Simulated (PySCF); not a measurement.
## Energy of Sb⁺ (antimony, charge +1) between two integer charges

The 5p alpha orbital of [Kr] 4d10 5s2 5p2 is emptied in steps (occupation f), with all orbitals relaxed, ending at [Kr] 4d10 5s2 5p1. Computed with PySCF 2.14 in def2-TZVPPD with the def2 core potential (28 electrons), with scalar relativity through the core potential. The exact energy is a straight line in f; departures are measured from the line between the end points of the same method.

Task: Among UHF, LDA, PBE, PBE0, r2SCAN, LC-wPBE, BHandHLYP, wB97X, MN15, TPSS, which shows the largest delocalisation error (convex curve), and which is closest to linear?

Result: Most convex: LDA (-1.016 eV at f = 0.5); closest to linear: LC-wPBE (-0.061 eV).

| f | UHF (eV) | LDA (eV) | PBE (eV) | PBE0 (eV) | r2SCAN (eV) | LC-wPBE (eV) | BHandHLYP (eV) | wB97X (eV) | MN15 (eV) | TPSS (eV) |
| --- | --- | --- | --- | --- | --- | --- | --- | --- | --- | --- |
| 1 | 0.000 | 0.000 | 0.000 | 0.000 | 0.000 | 0.000 | 0.000 | 0.000 | 0.000 | 0.000 |
| 0.75 | 0.071 | -0.760 | -0.735 | -0.533 | -0.691 | -0.049 | -0.354 | -0.110 | -0.430 | -0.714 |
| 0.5 | 0.093 | -1.016 | -0.979 | -0.708 | -0.909 | -0.061 | -0.472 | -0.150 | -0.564 | -0.949 |
| 0.25 | 0.069 | -0.763 | -0.733 | -0.528 | -0.669 | -0.041 | -0.354 | -0.116 | -0.413 | -0.707 |
| 0 | 0.000 | 0.000 | 0.000 | 0.000 | 0.000 | 0.000 | 0.000 | 0.000 | 0.000 | 0.000 |

```
   method  E(f=0) − E(f=1) (eV)  −ε at f=1 (eV)  −ε at f=0.5 (eV)
      UHF                16.006          16.393            16.000
      LDA                16.654          12.621            16.645
      PBE                16.466          12.555            16.469
     PBE0                16.531          13.683            16.544
   r2SCAN                16.652          12.937            16.712
  LC-wPBE                16.624          16.350            16.644
BHandHLYP                16.419          14.534            16.418
    wB97X                16.311          15.736            16.293
     MN15                16.540          14.219            16.584
     TPSS                16.465          12.657            16.482
```

Reference removal energy between the ground levels: 16.626 ± 0.025 eV (measured; NIST Atomic Spectra Database, ionization energies). The calculation has no spin-orbit coupling. UHF lacks correlation.
